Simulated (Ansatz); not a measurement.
# Which is lower?

Two relaxed structures of B$_{2}$H$_{2}$OF, doublet (PBE0-D4/def2-TZVP; forces vanish, vibrations not checked).

A:

B1  (-0.054, 0.823, -1.808)
O2  (-0.384, 0.305, -0.776)
B3  (0.046, -0.504, 1.341)
F4  (1.345, -0.225, 1.334)
H5  (-0.694, 0.295, 1.840)
H6  (-0.288, -1.611, 1.030)
(Å)

B:

```
6
angstrom
B -0.5337 1.0042 -1.1592
O -0.1265 0.1567 -0.2388
B 0.2154 -0.4725 0.8980
F 1.4165 -0.2516 1.4025
H -0.4375 0.7901 -2.3364
H -0.5343 -1.2269 1.4339
```

Ansatz 0.2.0; basis: def2-TZVPP; cores frozen in the correlated methods; orbitals are unrestricted. B3LYP uses VWN-RPA correlation.

Question: Which structure is lower at CCSD(T), and by how much? (An estimate is asked for; the value comes from the calculation.)

Answer: The calculation gives: B, by 41.23 kcal/mol (electronic energy, against the other). By their contacts, A is a complex of BH₂F ([BH2][F]) + BO and B is B₂H₂OF ([BH][O][BH][F]).

All methods give the same order:

```tsv
method	E(B) − E(A) (kcal/mol)
PBE-D4	-45.58
r2SCAN-D4	-46.28
PBE0-D4	-48.17
B3LYP-D4	-45.72
wB97M-V	-45.14
HF	-45.91
MP2	-40.29
CCSD	-42.60
CCSD(T)	-41.23
```

No T1 diagnostic of these runs exceeds 0.021. ⟨S²⟩ of the unrestricted Hartree–Fock references: 0.75 to 0.79 (a pure state has 0.75).

Labels in which every atom is bracketed show which atoms are joined, not bond orders.

For scale, one of the runs: CCSD(T)/def2-TZVPP, 152 basis functions, launched by `ansatz run in.yaml --threads 2 --pin off --events-out ev --progress --plain --max-ram 4352MiB`. The run took 89 s on 2 CPU threads of an Arm Neoverse V1 (shared host), with 2.6 GiB of host memory at its peak.
